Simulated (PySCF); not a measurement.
## UHF on Br (bromine, neutral)

Configuration: [Ar] 3d10 4s2 4p5, 2P determinant. All numbers are calculated (PySCF 2.14, the spin-free X2C one-electron Hamiltonian (Gaussian nucleus), in jorge-DZP-DKH (8s6p2d1f, 43 functions)).

- Total energy: -2604.271534 hartree
- One-electron energy: -3622.9587 hartree
- Hartree (Coulomb) energy: 1109.8649 hartree
- Exchange energy: -91.1777 hartree
- ⟨S²⟩: 0.7505
- ⟨L²⟩: 2.002
- Sum of ⟨r⟩: 25.64 bohr
- Sum of ⟨r²⟩: 39.41 bohr²
- Traceless quadrupole moment −½Σ⟨3z² − r²⟩ along its main axis: 2.08 e·bohr²
- Langevin diamagnetic susceptibility: -31.2 ×10⁻⁶ cm³/mol
- Time after the integrals: 0.15 s of wall time on 1 thread of Neoverse-V1 (shared host)

| shell | electrons | mean orbital energy (hartree) | spread (hartree) | rms radius, mean of both spins (bohr) |
| --- | --- | --- | --- | --- |
| 1s α | 1 | -498.19968 | 0 | 0.0492 |
| 1s β | 1 | -498.19513 | 0 | 0.0492 |
| 2s α | 1 | -67.06171 | 0 | 0.205 |
| 2s β | 1 | -67.05950 | 0 | 0.205 |
| 2p α | 3 | -58.98564 | 0.00753 | 0.183 |
| 2p β | 3 | -58.98067 | 0.00361 | 0.183 |
| 3s α | 1 | -10.18240 | 0 | 0.588 |
| 3s β | 1 | -10.17392 | 0 | 0.588 |
| 3p α | 3 | -7.53821 | 0.02386 | 0.608 |
| 3p β | 3 | -7.52677 | 0.00229 | 0.608 |
| 3d α | 5 | -3.13778 | 0.02251 | 0.647 |
| 3d β | 5 | -3.13187 | 0.01266 | 0.647 |
| 4s α | 1 | -1.06471 | 0 | 1.83 |
| 4s β | 1 | -0.95909 | 0 | 1.83 |
| 4p α | 3 | -0.46769 | 0.05746 | 2.25 |
| 4p β | 2 | -0.42148 | 0 | 2.25 |

Densities and radii are taken from the X2C orbitals without a picture-change correction, which distorts them close to the nucleus.
